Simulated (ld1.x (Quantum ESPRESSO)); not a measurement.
**Before and after: TM potential for bismuth**

bismuth (Bi), norm-conserving Troullier–Martins (Kleinman–Bylander form), made with ld1.x (Quantum ESPRESSO) 7.5 (LDA (PZ), scalar-relativistic). Core [Xe] 4f14 5d10, reference 6s2 6p0 (charge +3). Waves: 6s (bound): rc 1.40 bohr; 6p (bound, empty): rc 2.15 bohr; 6d channel at 0.25 Ry: rc 2.25 bohr. Local part: all-electron potential smoothed inside 1.80 bohr (lloc = -2). Core correction: a·sin(br)/r model core inside 0.90 bohr.

Change: fully relativistic.

Cutoffs: the cutoffs (Ry, on a coarse ladder) from which the occupation-weighted sum of valence levels, in a spherical-Bessel basis at the reference potential, stays within 10 and 1 mRy of its value at 400 Ry; they do not see the model core or the augmentation charge, which bear on the density cutoff. Errors are all-electron minus pseudo energies relative to the spin-unpolarised reference configuration.

Q: How do hardness, ghosts and transferability respond?

A: The potential gets neither clearly harder nor softer (110 Ry and 180 Ry → 110 Ry and 180 Ry); the number of tests with a reliable result goes from 9 to 7; of the 7 tests that both files solve, the error grows in 5 and shrinks in 0 by more than 15 % and 0.3 meV (median size 94.2 → 122.7 meV); neither file shows a bound ghost.

| quantity | base | changed |
| --- | --- | --- |
| cutoff, loose | 110 Ry | 110 Ry |
| cutoff, tight | 180 Ry | 180 Ry |
| bound ghosts | none | none |
| error for 6s2 6p3, meV [ΔE -47.43 → -47.99 eV] | -109 | -142 |
| error for 6s2 6p2, meV [ΔE -39.28 → -39.68 eV] | -73 | -97 |
| error for 6s2 6p1, meV [ΔE -23.71 → -23.93 eV] | -23 | -36 |
| error for 6s1 6p0, meV [ΔE 45.91 → 45.90 eV] | -184 | -167 |
| error for 6s2 6p2.5, meV [ΔE -44.23 → -44.70 eV] | -94 | -123 |
| error for 6s1 6p3, meV [ΔE -28.39 → -29.02 eV] | -66 | -86 |
| error for 6s0 6p5, meV [ΔE -26.71 → -27.75 eV] | -178 | -193 |
| s: phases at 2.46 bohr within 0.05 rad from the reference energy up to (Ry; the scan ends near 5) | -1.9 | -1.9 |
